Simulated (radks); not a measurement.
Results of a calculation; reference values are marked as such.
Q: These are the eigenvalues of the occupied orbitals of an atom or ion with whole-number occupations (eV). Code: a radial shooting solver on a logarithmic mesh with Libxc functionals. Model: scalar-relativistic Kohn-Sham, LDA (Slater exchange, VWN5 correlation), spin-polarised, spherical densities, finite nucleus; Fermi nuclear charge, rms radius of each element as measured or else 0.836 A^(1/3) + 0.57 fm.

orbital  eigenvalue
1s up     -32353.98
1s down   -32346.70
2s up     -6607.025
2s down   -6600.403
2p up     -6158.736
2p down   -6150.800
3s up     -2560.923
3s down   -2539.941
3p up     -2419.989

Which element is it, and in what charge state? The configuration may be excited. Open shells, if any, are filled with parallel spins first.

A: Z = 51, antimony, charge +36: Sb36+ in [Ne] 3s2 3p3. The list shows which subshells hold electrons but not how many an open one holds; the 1s level, -1189 hartree, gives Z - s = 48.8 by -(Z - s)^2/2, which with screening and relativity narrows Z to a few neighbours, and the depths of the outer levels then fix element, charge and occupations together.
